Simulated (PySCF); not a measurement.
**Ti (titanium, neutral): UHF calculation**

Configuration: [Ar] 3d2 4s2, high-spin 3F determinant. All numbers are calculated (PySCF 2.14, no relativity, point nucleus, in def2-SVP (5s3p2d1f, 31 functions)).

```json
{
 "Total energy": "-848.287292 hartree",
 "One-electron energy": "-1162.6015 hartree",
 "Hartree (Coulomb) energy": "355.3752 hartree",
 "Exchange energy": "-41.0610 hartree",
 "Kinetic energy": "848.10238 hartree",
 "⟨S²⟩": "2.0077",
 "⟨L²⟩": "12.027",
 "Sum of ⟨r⟩": "21.62 bohr",
 "Sum of ⟨r²⟩": "50.46 bohr²",
 "Density at the nucleus (Gaussians lack the cusp)": "6700 bohr⁻³",
 "Spin density at the nucleus": "0.287 bohr⁻³",
 "Langevin diamagnetic susceptibility": "-40.0 ×10⁻⁶ cm³/mol",
 "Time after the integrals": "0.14 s of wall time on 1 thread of Intel(R) Xeon(R) Platinum 8375C CPU @ 2.90GHz (shared host)"
}
```

```json
{"shell": "1s α", "electrons": "1", "mean orbital energy (hartree)": "-183.26256", "rms radius, mean of both spins (bohr)": "0.0813"}
{"shell": "1s β", "electrons": "1", "mean orbital energy (hartree)": "-183.26199", "rms radius, mean of both spins (bohr)": "0.0813"}
{"shell": "2s α", "electrons": "1", "mean orbital energy (hartree)": "-21.43666", "rms radius, mean of both spins (bohr)": "0.353"}
{"shell": "2s β", "electrons": "1", "mean orbital energy (hartree)": "-21.40290", "rms radius, mean of both spins (bohr)": "0.353"}
{"shell": "2p α", "electrons": "3", "mean orbital energy (hartree)": "-17.81028", "rms radius, mean of both spins (bohr)": "0.321"}
{"shell": "2p β", "electrons": "3", "mean orbital energy (hartree)": "-17.77648", "rms radius, mean of both spins (bohr)": "0.321"}
{"shell": "3s α", "electrons": "1", "mean orbital energy (hartree)": "-2.93593", "rms radius, mean of both spins (bohr)": "1.09"}
{"shell": "3s β", "electrons": "1", "mean orbital energy (hartree)": "-2.80823", "rms radius, mean of both spins (bohr)": "1.09"}
{"shell": "3p α", "electrons": "3", "mean orbital energy (hartree)": "-1.87428", "rms radius, mean of both spins (bohr)": "1.19"}
{"shell": "3p β", "electrons": "3", "mean orbital energy (hartree)": "-1.71674", "rms radius, mean of both spins (bohr)": "1.19"}
{"shell": "3d α", "electrons": "2", "mean orbital energy (hartree)": "-0.44568", "rms radius, mean of both spins (bohr)": "1.63"}
{"shell": "4s α", "electrons": "1", "mean orbital energy (hartree)": "-0.23089", "rms radius, mean of both spins (bohr)": "4.09"}
{"shell": "4s β", "electrons": "1", "mean orbital energy (hartree)": "-0.20919", "rms radius, mean of both spins (bohr)": "4.09"}
```
